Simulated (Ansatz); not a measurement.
Consider the ligand exchange at the Si–Br bond: `CC[Si](N)(O)Br` + H–F → `CC[Si](N)(O)F` + HBr.

Program: Ansatz. Geometries: PBE0-D4/def2-TZVP. ΔE: electronic, gas phase. CBS: MP2 limit from def2 TZ/QZ plus the TZ coupled-cluster correction, frozen cores. This one scheme is used for every species. For Br outer-core shells are correlated without core-valence functions, which leaves a few kJ/mol of doubt a bond. Scalar relativity is left out up to krypton. One conformer a species, not always the lowest.

`CC[Si](N)(O)Br`:

Z-matrix (Å, degrees):
```
C
C 1 1.528
H 1 1.094 2 111.4
H 1 1.092 2 111.3 3 120.2
H 1 1.093 2 111.3 3 -119.6
Si 2 1.856 1 113.2 3 -60.3
H 2 1.095 1 110.6 3 178.5
H 2 1.095 1 110.8 3 60.9
O 6 1.638 2 105.3 1 -64.2
N 6 1.704 2 117.9 1 58.8
Br 6 2.239 2 108.4 1 176.2
H 9 0.959 6 116.2 2 175.7
H 10 1.007 6 121.8 2 -62.3
H 10 1.005 6 121.4 2 93.1
```

H–F:

Z-matrix (Å, degrees):
```
F
H 1 0.920
```

`CC[Si](N)(O)F`:

Z-matrix (Å, degrees):
```
C
C 1 1.527
H 1 1.093 2 111.3
H 1 1.093 2 111.6 3 120.1
H 1 1.093 2 111.3 3 -119.8
Si 2 1.852 1 113.8 3 59.5
H 2 1.095 1 110.6 3 -178.9
H 2 1.096 1 110.5 3 -62.1
O 6 1.634 2 106.0 1 177.5
N 6 1.705 2 118.1 1 -58.4
F 6 1.602 2 108.0 1 58.0
H 9 0.959 6 116.4 2 172.4
H 10 1.006 6 122.2 2 -62.7
H 10 1.006 6 120.8 2 90.2
```

HBr:

```xyz
2

Br   -0.189    0.521    0.444
H     0.189   -0.521   -0.444
```

```tsv
level	ΔE (eV)
HF/def2-TZVPP	-0.74
MP2/CBS(def2)	-0.40
```

**Question.** What does CCSD(T)/CBS give? (An estimate is asked.)

**Answer.** The calculation gave: -0.50 eV. The listed levels differ from it by -0.24, 0.10 eV.

Largest T1 diagnostic among the species: 0.010.

The D4 term adds +0.10 eV with B3LYP and +0.05 eV with PBE0; it sums over pairs of atoms, weighted by their polarisabilities, and B3LYP, whose exchange is more repulsive, gets the larger term. In def2-TZVPP, CCSD(T) changes the Hartree–Fock value by +0.17 eV (the triples alone add +0.04 eV) and MP2 by +0.27 eV.

B3LYP here is the variant with VWN-RPA as its local correlation; programs differ in this.
